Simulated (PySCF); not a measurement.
ZnCl, SMILES [Cl][Zn+], charge +1.

Coordinates come from a B3LYP-D3(BJ)/def2-TZVP optimisation. The spin state was assumed, not searched.

Two levels are set side by side: PBE/def2-TZVPD (PySCF) and M06-2X/def2-TZVPD (PySCF). Same geometry, gas phase. Differences are taken from unrounded values.

| quantity | PBE |
|---|---|
| orbital gap (eV) | 1.70 |
| highest occupied level (eV) | -13.79 |
| lowest empty level (eV) | -12.09 |
| mean polarisability (bohr³) | 31.2 |

These are the PBE values. What does M06-2X give? (An estimate is asked for; the answer gives what the named calculation found.)


```
quantity                     M06-2X  PBE minus M06-2X
---------------------------  ------  ----------------
orbital gap (eV)               5.85             -4.15
highest occupied level (eV)  -16.26              2.47
lowest empty level (eV)      -10.41             -1.68
mean polarisability (bohr³)    30.0               1.2
```

Without exact exchange PBE keeps part of each electron's self-repulsion, which lifts occupied levels and narrows the gap. PBE's more diffuse valence density responds more strongly to a field. Differences between two approximate levels are no errors against the true value.

Rough cost on one machine, each run with all the roots and properties that it gave: M06-2X against PBE about 2 times.
